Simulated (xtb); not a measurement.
SnF2, SMILES [F][Sn][F] (connectivity only; charge and spin as stated), neutral, multiplicity 1. All values are semi-empirical tight-binding results from xtb (GFN2-xTB unless named), good for trends rather than for accurate numbers. Geometry: GFN2-xTB. The isomer is the one that the SMILES or the coordinates give; other isomers of the formula were not compared.

Optimised geometry:

```xyz
3

Sn     0.0000     0.0000     0.3436
F      0.0000    -1.6213    -0.9545
F      0.0000     1.6213    -0.9545
```
Charge 0, spin multiplicity 1.

For metal compounds this method's bond lengths and energies can be far off.

```
Property                                       Result
-------------------------------------  --------------
point group as xtb finds it                       C2v
orbital gap                                   4.82 eV
zero-point energy                        1.3 kcal/mol
G − E(el) at 298.15 K (modified RRHO)  -16.3 kcal/mol
```

Q: Give the atomic charges and the Wiberg bond orders between heavy atoms. (Estimate from the structure and the level; the computed values follow.)

A: charges (e) Sn1 0.68, F2 -0.34, F3 -0.34. Bond orders Sn1–F2 1.16, Sn1–F3 1.16.
